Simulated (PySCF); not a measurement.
H4OSiTe, SMILES O[Te][SiH3]. Atoms are numbered in the order given.

```xyz
7

Te     0.1030    -0.2810     0.5272
O      0.7762    -1.3877    -1.0380
H      1.6960    -1.1070    -1.1639
Si    -0.7501     1.5137    -1.0048
H     -1.3656     2.5675    -0.1417
H     -1.7685     0.9595    -1.9422
H      0.3731     2.1004    -1.7940
```

Geometry: r2SCAN-D4/def2-SVP. The def2 effective core potentials stand for the cores of Te; spin–orbit coupling is left out. Other conformers were not sampled.

These are PBE/def2-TZVPD (PySCF) values and carry that method's errors.

Mulliken values depend strongly on the basis, most of all with diffuse functions as here. ESP charges are fitted to the potential on shells at 1.4 to 2.0 van der Waals radii. Atomic charges (e):

```csv
atom,Mulliken,ESP fit
Te1,0.26,0.08
O2,-0.60,-0.43
H3,0.33,0.33
Si4,0.05,-0.07
H5,-0.03,0.04
H6,0.00,0.04
H7,-0.01,0.00
```
